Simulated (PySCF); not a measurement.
## Run times: thallium in x2c-TZVPall-2c with one added diffuse shell each of s, p, d, f type

Measured wall times of calculations with PySCF 2.14 in x2c-TZVPall-2c with one added diffuse shell each of s, p, d, f type (12s12p10d4f, 126 functions), with two-component X2C-1e, run from one Python driver. Hardware: 1 thread of Intel(R) Xeon(R) 6975P-C on a shared host, 3 GiB allowed. The two-electron integrals over 126 functions were computed once and kept in memory (11 CPU seconds with the set-up); the times below exclude them.

Launch command (the driver calls PySCF for each step listed in the task file):

```bash
OMP_NUM_THREADS=1 python sorun2.py TASK.json OUT
```

| species | step | iterations | wall time (s) |
| --- | --- | --- | --- |
| Tl [Xe] 4f14 5d10 6s2 6p1 | GHF, spin-free | 19 | 14 |
| Tl [Xe] 4f14 5d10 6s2 6p1 | GMP2 (21 electrons), spin-free |  | 2 |
| Tl [Xe] 4f14 5d10 6s2 6p1 | GHF, screened spin-orbit | 11 | 9 |
| Tl [Xe] 4f14 5d10 6s2 6p1 | GMP2 (21 electrons), screened spin-orbit |  | 0.99 |
| Tl⁺ [Xe] 4f14 5d10 6s2 | GHF, spin-free | 6 | 5.6 |
| Tl⁺ [Xe] 4f14 5d10 6s2 | GMP2 (20 electrons), spin-free |  | 0.94 |
| Tl⁺ [Xe] 4f14 5d10 6s2 | GHF, screened spin-orbit | 7 | 6.2 |
| Tl⁺ [Xe] 4f14 5d10 6s2 | GMP2 (20 electrons), screened spin-orbit |  | 0.92 |

Peak memory of the process: 0.7 GiB. Times on a shared host vary from run to run.
